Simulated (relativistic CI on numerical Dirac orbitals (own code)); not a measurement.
Transition arrays of Sr XVII

These numbers are calculated, not measured: Dirac-Coulomb-Breit CI, orbitals from a KLI potential per configuration, QED by a radiative potential, valence Slater integrals scaled by 0.9, whole transition arrays (own radial code, finite nucleus).

CI space (outside the closed core [Ne] 3s2): 3p⁶3d⁴, 3p⁶3d³4f, 3p⁵3d⁵, 3p⁶3d³4p, 3p⁶3d³5f. Levels of other configurations are missing.

All E1 lines from the levels of 3p⁶3d⁴; mean and standard deviation are weighted by gf, and upper levels are sorted by their leading configuration.

```csv
Upper configuration,Lines,Σgf,Mean (eV),Mean (nm),σ (eV),Strongest line (nm)
3p⁶3d³4f,2825,564.9,355.56,3.487,4.36,3.458
3p⁵3d⁵,3245,289.2,144.10,8.604,10.71,7.896
3p⁶3d³4p,1718,36.6,268.60,4.616,4.29,4.621
3p⁶3d³5f,2825,214.3,446.39,2.777,4.82,2.766
```

Σgf per state of the lower configuration in bins of 0.2 nm over the central range (centre: value): 2.7: 0.78, 2.9: 0.24, 3.5: 2.62, 3.7: 0.05, 4.5: 0.08, 4.7: 0.09, 7.7: 0.04, 7.9: 0.18, 8.1: 0.17, 8.3: 0.20, 8.5: 0.16, 8.7: 0.15, 8.9: 0.12, 9.1: 0.06, 9.3: 0.09, 9.5: 0.05.

Q: How do configuration mixing and the scaling of the Slater integrals move the arrays?

A: Slater scale 0.9, no configuration mixing: 3p⁶3d³4f 355.5 ± 4.3 eV (Σgf 547.2), 3p⁵3d⁵ 144.3 ± 10.7 eV (Σgf 310.8), 3p⁶3d³4p 268.7 ± 4.2 eV (Σgf 39.3), 3p⁶3d³5f 446.2 ± 4.8 eV (Σgf 166.2); Slater scale 1: 3p⁶3d³4f 356.1 ± 4.8 eV (Σgf 570.2), 3p⁵3d⁵ 146.0 ± 11.6 eV (Σgf 290.3), 3p⁶3d³4p 268.6 ± 4.8 eV (Σgf 36.3), 3p⁶3d³5f 446.6 ± 5.3 eV (Σgf 216.8); Slater scale 0.8: 3p⁶3d³4f 355.0 ± 3.9 eV (Σgf 559.5), 3p⁵3d⁵ 142.2 ± 9.8 eV (Σgf 288.1), 3p⁶3d³4p 268.5 ± 3.8 eV (Σgf 36.9), 3p⁶3d³5f 446.2 ± 4.3 eV (Σgf 211.8). With mixing, levels are counted to their leading configuration, so an array can shrink or vanish into another, and the sums then hold other lines.
